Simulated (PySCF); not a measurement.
A run for PySCF: D3(BJ) and D4 dispersion corrections on CH4GeO2 (a complex), monomers drawn apart or pushed together.

```python
from pyscf import gto
from pyscf.dispersion import dftd3, dftd4

mol = gto.M(
    atom='''
    O     0.50536963   -0.83131025   -0.63911488
    C    -0.45256970   -0.62919458   -0.01865846
    O    -1.41230485   -0.42745232    0.60109435
    Ge    0.36680402    0.51788975    4.11702957
    H    -0.44288373   -0.75275865    4.40816232
    H     1.23168269    0.29312850    2.86525137
    H     1.28602799    0.82962118    5.30736209
    H    -0.58335770    1.69765305    3.87329504
    ''',
    basis='def2-svp',
    charge=0, spin=0, verbose=0, max_memory=1800)
d3, d4 = {}, {}
for xc in ['hf', 'pbe', 'blyp', 'revpbe', 'tpss', 'r2scan', 'b3lyp', 'pbe0', 'bhlyp', 'camb3lyp', 'b2plyp']:
    d3[xc] = float(dftd3.DFTD3Dispersion(mol, xc=xc, version='d3bj', atm=False).get_dispersion()['energy'])
    print(f'D3(BJ) {xc:10s} {d3[xc]:14.8f} Eh')
for xc in ['hf', 'pbe', 'blyp', 'revpbe', 'tpss', 'r2scan', 'b3lyp', 'pbe0', 'bhlyp', 'camb3lyp', 'b2plyp']:
    d4[xc] = float(dftd4.DFTD4Dispersion(mol, xc={'camb3lyp': 'cam-b3lyp'}.get(xc, xc), atm=True).get_dispersion()['energy'])
    print(f'D4     {xc:10s} {d4[xc]:14.8f} Eh')
```

Output:

```
D3(BJ) hf            -0.03011532 Eh
D3(BJ) pbe           -0.00356570 Eh
D3(BJ) blyp          -0.00752361 Eh
D3(BJ) revpbe        -0.00872113 Eh
D3(BJ) tpss          -0.00454227 Eh
D3(BJ) r2scan        -0.00111105 Eh
D3(BJ) b3lyp         -0.00617487 Eh
D3(BJ) pbe0          -0.00316911 Eh
D3(BJ) bhlyp         -0.00486577 Eh
D3(BJ) camb3lyp      -0.00298834 Eh
D3(BJ) b2plyp        -0.00291995 Eh
D4     hf            -0.01151659 Eh
D4     pbe           -0.00331367 Eh
D4     blyp          -0.00712521 Eh
D4     revpbe        -0.01018723 Eh
D4     tpss          -0.00445352 Eh
D4     r2scan        -0.00093679 Eh
D4     b3lyp         -0.00523604 Eh
D4     pbe0          -0.00285680 Eh
D4     bhlyp         -0.00388003 Eh
D4     camb3lyp      -0.00291660 Eh
D4     b2plyp        -0.00235136 Eh
```

The run finished.

Cost: very roughly 0.05 core-seconds.
